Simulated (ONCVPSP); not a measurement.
## Sr (Z = 38): one change to an ONCV potential, before and after

ONCVPSP 4.0.1 input, shortened (lines: element, Z, core and valence counts, functional; n l f; lmax; l rc ep ncon nbas qcut; lloc lpopt rc5 dvloc0; l nproj debl; icmod fcfact rcfact), LDA (Perdew-Wang 92), scalar-relativistic:

```
  Sr 38.00    6    4  -001012      upf
    1    0    2.00
    2    0    2.00
    2    1    6.00
    3    0    2.00
    3    1    6.00
    3    2   10.00
    4    0    2.00
    4    1    6.00
    4    2    0.50
    5    0    1.50
    2
    0    1.90    0.00    4    9    5.40
    1    2.10    0.00    3    8    7.20
    2    3.85    0.00    3    8    3.90
    4    5    1.30    6.00
    0    2    1.90
    1    1    2.10
    2    2    2.30
    1    0.15    0.00
```

Change: s: qcut 4.3; p: qcut 5.7; d: qcut 3.1.

Cutoffs: the cutoffs (Ha) at which the residual kinetic energy of the hardest occupied pseudo-wave falls to 1 and 0.1 mHa per electron; they do not see the model core or the augmentation charge, which bear on the density cutoff. Errors are all-electron minus pseudo energies relative to the spin-unpolarised reference configuration.

Question: Predict the effect on cutoff, ghosts and configuration errors.

Answer: The potential gets neither clearly harder nor softer (11 Ha and 16 Ha → 9.6 Ha and 59 Ha); the s channel sets the loose cutoff, while the largest relative change is in d, which becomes softer; of the 3 tests that both files solve, the error grows in 3 and shrinks in 0 by more than 15 % and 0.3 meV (median size 8.2 → 14.2 meV); neither file shows a bound ghost.

```csv
quantity,base,changed
"cutoff, loose",11 Ha,9.6 Ha
"cutoff, tight",16 Ha,59 Ha
loose cutoff by channel,"s 11 Ha, p 7.9 Ha, d 4.8 Ha","s 9.6 Ha, p 7.8 Ha, d 3.8 Ha"
bound ghosts,none,none
GHOST(+) flags under 300 eV,none,d at 202.3 eV
tests with a reliable result,3 of 4,3 of 4
"error for 4s2 4p6 4d0 5s2, meV [ΔE -1.15 eV]",+5.8,+9.0
"error for 4s2 4p6 4d0 5s1, meV [ΔE 4.91 eV]",+12,+22
"error for 4s2 4p6 4d0 5s1.5, meV [ΔE 1.26 eV]",+8.2,+14
s: phases at 1.92 bohr within 0.05 rad from the reference energy up to (Ha; the scan ends near 5),to the end of the scan,to the end of the scan
p: phases at 2.13 bohr within 0.05 rad from the reference energy up to (Ha; the scan ends near 5),0.9,0.8
d: phases at 3.92 bohr within 0.05 rad from the reference energy up to (Ha; the scan ends near 5),0.3,0.2
"rms error of d²Exc/dni dnj with the model core, mHa",0.56,1.04
```
